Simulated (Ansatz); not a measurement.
`[Cl][SnH]([Cl])[Cl]` + `N=C([SiH3])[SiH2]N` → `[SiH3][Sn]([Cl])([Cl])[Cl]` + `N=C[SiH2]N`  (redistribution)

Program: Ansatz. Geometries: PBE0-D4/def2-TZVP. ΔE: electronic, gas phase. CCSD(T)/CBS is the MP2 limit (def2-TZVPP, def2-QZVPP) plus CCSD(T) − MP2 in def2-TZVPP, frozen cores. Functionals use def2-TZVPP. B3LYP here is the variant with VWN-RPA as its local correlation; programs differ in this. Elements past krypton have def2 core potentials. For Sn outer-core shells are correlated without core-valence functions, which leaves a few kJ/mol of doubt a bond. Each species was taken in one conformer, which may not be the lowest.

| level | ΔE (kcal/mol) | difference from CCSD(T)/CBS |
| --- | --- | --- |
| PBE-D4 | -14.1 | -0.6 |
| r2SCAN-D4 | -13.4 | 0.1 |
| PBE0-D4 | -14.2 | -0.7 |
| B3LYP-D4 | -14.0 | -0.5 |
| ωB97X-V | -12.9 | 0.6 |
| ωB97M-V | -12.6 | 0.9 |
| B2PLYP | -13.6 | -0.1 |
| PBE | -14.3 | -0.8 |
| r2SCAN | -13.5 | 0.0 |
| PBE0 | -14.3 | -0.8 |
| B3LYP | -14.3 | -0.8 |
| HF/def2-TZVPP | -13.5 | 0.0 |
| MP2/def2-TZVPP | -13.1 | 0.4 |
| SCS-MP2/def2-TZVPP | -12.8 | 0.7 |
| CCSD/def2-TZVPP | -12.8 | 0.7 |
| CCSD(T)/def2-TZVPP | -12.4 | 1.1 |
| HF/def2-QZVPP | -13.4 | 0.1 |
| MP2/def2-QZVPP | -13.7 | -0.2 |
| SCS-MP2/def2-QZVPP | -13.2 | 0.3 |
| HF/CBS(def2) | -13.4 | 0.1 |
| MP2/CBS(def2) | -14.2 | -0.7 |
| CCSD/CBS(def2) | -13.9 | -0.4 |
| CCSD(T)/CBS | -13.5 | 0 |

Largest T1 diagnostic among the species: 0.013.
